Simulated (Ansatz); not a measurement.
Geometry optimisation, RKS B3LYP-D4/6-31G* (Ansatz).

input.yaml

```yaml
crystal:
  periodic: [false, false, false]
  atoms:
    - { symbol: B, position_ang: [0.407882, 0.600241, -0.525888] }
    - { symbol: H, position_ang: [-0.449949, -0.108123, 1.606088] }
    - { symbol: "N", position_ang: [1.54492, -0.230266, -0.480558] }
    - { symbol: H, position_ang: [1.536052, -1.159265, -0.869643] }
    - { symbol: H, position_ang: [2.431239, 0.030409, -0.072578] }
    - { symbol: H, position_ang: [-0.600735, 0.189306, -1.025192] }
    - { symbol: "N", position_ang: [0.418935, 1.990409, -0.009632] }
    - { symbol: H, position_ang: [1.261097, 2.362172, 0.411791] }
    - { symbol: C, position_ang: [-0.664279, 2.943313, -0.129352] }
    - { symbol: H, position_ang: [-1.516251, 2.455677, -0.608175] }
    - { symbol: H, position_ang: [-1.006389, 3.317018, 0.849597] }
    - { symbol: H, position_ang: [-0.393194, 3.817909, -0.740135] }
    - { symbol: H, position_ang: [-0.403927, 0.597999, 1.585079] }
basis:
  gaussian: { orbitals: "6-31G*" }
hamiltonian:
  xc: b3lyp
  dispersion: d4
relax:
  f_tol: 0.03
  max_steps: 50
output:
  orbitals: {}
```

Command:

```bash
$ ansatz run input.yaml --threads 1 --pin off --max-ram 2048MiB --backend cpu --events-out ev --progress --plain --runs-dir out
```

**Question.** Where does it end, and by what steps?

**Answer.** The run converged. The force dipped under the threshold on the way, but the program's further checks kept it going. After 17 steps the energy has fallen by 0.371 eV; H2 moved furthest, 1.37 Å.

| step | energy less start (eV) | largest force component (eV/Å) | accepted |
| --- | --- | --- | --- |
| 0 | 0.0000 | 2.101 | yes |
| 1 | -0.2121 | 0.839 | yes |
| 2 | -0.2917 | 0.376 | yes |
| 3 | -0.3266 | 0.163 | yes |
| 4 | -0.3437 | 0.050 | yes |
| 5 | -0.3520 | 0.176 | yes |
| 6 | -0.3175 | 0.515 | no |
| 7 | -0.3561 | 0.065 | yes |
| 8 | -0.3576 | 0.223 | yes |
| 9 | -0.3475 | 0.754 | no |
| 10 | -0.3620 | 0.048 | yes |
| 11 | -0.3641 | 0.035 | yes |
| 12 | -0.3665 | 0.083 | yes |
| 13 | -0.3674 | 0.218 | yes |
| 14 | -0.3690 | 0.131 | yes |
| 15 | -0.3703 | 0.035 | yes |
| 16 | -0.3709 | 0.028 | yes |
| 17 | -0.3711 | 0.027 | yes |

```xyz
13
Properties=species:S:1:pos:R:3
B 0.533 0.682 -0.882
H -0.757 0.481 2.803
N 1.639 -0.197 -0.785
H 1.713 -1.021 -1.362
H 2.400 -0.097 -0.128
H -0.319 0.448 -1.693
N 0.389 1.828 -0.061
H 1.108 2.064 0.613
C -0.685 2.801 -0.137
H -1.418 2.462 -0.875
H -1.205 2.916 0.826
H -0.327 3.794 -0.449
H -0.508 0.645 2.120
```

Run time: 63 s on 1 thread of Arm Neoverse V1, with other jobs on the host, peak memory 0.15 GiB.
